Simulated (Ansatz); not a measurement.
Cost and result for the atomization energy of C$_{2}$H$_{9}$NSi$_{2}$ (`C=C(N)[SiH2][SiH3]`) (14 atoms, 13 bonds).

```xyz
14

C     0.462    1.521    0.712
C     0.611    0.846   -0.435
N     1.439    1.259   -1.466
Si   -0.437   -0.675   -0.780
Si   -1.275   -1.607    1.192
H    -0.251    1.205    1.462
H     1.028    2.425    0.927
H     1.817    0.536   -2.056
H     2.118    1.970   -1.235
H     0.424   -1.679   -1.475
H    -1.543   -0.343   -1.721
H    -2.151   -2.765    0.864
H    -0.162   -2.080    2.057
H    -2.079   -0.612    1.954
```

Charge 0, multiplicity 1. The geometry is a stationary point of PBE0-D4/def2-TZVP. It is one conformer, not always the lowest. Program: Ansatz. All runs use 4 threads of an Arm Neoverse V2 on a shared host. Times are those of one run each, without the atoms' runs, and a repeat can differ threefold. Electronic energies, without spin–orbit coupling; frozen cores. CCSD(T)/CBS adds CCSD(T) − MP2 in def2-TZVPP to the MP2 limit, and its time is that of the two runs behind it. T1 = 0.013.

CCSD(T)/CBS is a level of theory with its own doubt, some kJ/mol a heavy atom from the limit and from the frozen cores, so smaller differences don't rank the functionals.

```json
{"level": "LDA (SPW92)/def2-TZVPP", "functions": "303", "wall time": "1.5 s"}
{"level": "revPBE-D4/def2-TZVPP", "functions": "303", "wall time": "2.5 s"}
{"level": "BLYP-D4/def2-TZVPP", "functions": "303", "wall time": "2.5 s"}
{"level": "PBE-D4/def2-TZVPP (with forces)", "functions": "303", "wall time": "2.9 s"}
{"level": "PBE0-D4/def2-TZVPP", "functions": "303", "wall time": "3.5 s"}
{"level": "CCSD(T)/def2-SVP", "functions": "123", "wall time": "6.5 s"}
{"level": "PBE-QIDH/def2-TZVPP", "functions": "303", "wall time": "7 s"}
{"level": "ωB97X-V/def2-TZVPP", "functions": "303", "wall time": "9 s"}
{"level": "B97M-V/def2-TZVPP", "functions": "303", "wall time": "11 s"}
{"level": "ωB97M-V/def2-TZVPP (with forces)", "functions": "303", "wall time": "13 s"}
{"level": "MP2/def2-QZVPP", "functions": "581", "wall time": "34 s"}
{"level": "CCSD(T)/def2-TZVPP", "functions": "303", "wall time": "12 min"}
{"level": "CCSD(T)/CBS(def2)", "functions": "–", "wall time": "13 min"}
```

(1) What atomization energy does each give, and how far from CCSD(T)/CBS? (An estimate is asked.)

## Answers

(1) Ansatz gave: 
```
                           level  atomization (kJ/mol)  difference from CCSD(T)/CBS  per bond
          LDA (SPW92)/def2-TZVPP                5476.9                        636.1      48.9
            revPBE-D4/def2-TZVPP                4811.1                        -29.7      -2.3
              BLYP-D4/def2-TZVPP                4839.3                         -1.5      -0.1
 PBE-D4/def2-TZVPP (with forces)                4905.2                         64.4       5.0
              PBE0-D4/def2-TZVPP                4841.9                          1.1       0.1
                CCSD(T)/def2-SVP                4552.3                       -288.5     -22.2
             PBE-QIDH/def2-TZVPP                4795.6                        -45.2      -3.5
              ωB97X-V/def2-TZVPP                4871.4                         30.6       2.4
               B97M-V/def2-TZVPP                4860.1                         19.3       1.5
ωB97M-V/def2-TZVPP (with forces)                4854.3                         13.5       1.0
                  MP2/def2-QZVPP                4803.9                        -36.9      -2.8
              CCSD(T)/def2-TZVPP                4711.0                       -129.8     -10.0
               CCSD(T)/CBS(def2)                4840.8                          0.0       0.0
```

In def2-TZVPP, CCSD(T) changes the Hartree–Fock value by +1174.9 kJ/mol (the triples alone add +64.8 kJ/mol) and MP2 by +1190.6 kJ/mol; breaking electron pairs costs correlation energy, which Hartree–Fock lacks. From PBE to PBE0 (25 % exact exchange), in def2-TZVPP and without D4, the atomization energy moves by −58.6 kJ/mol: exact exchange takes away binding that semilocal exchange gives to molecules. At CCSD(T), def2-SVP lies −288.5 kJ/mol from the extrapolated value and def2-TZVPP −129.7 kJ/mol: correlation converges slowly with the basis, and small sets miss more of it in the bonded molecule than in its fragments.
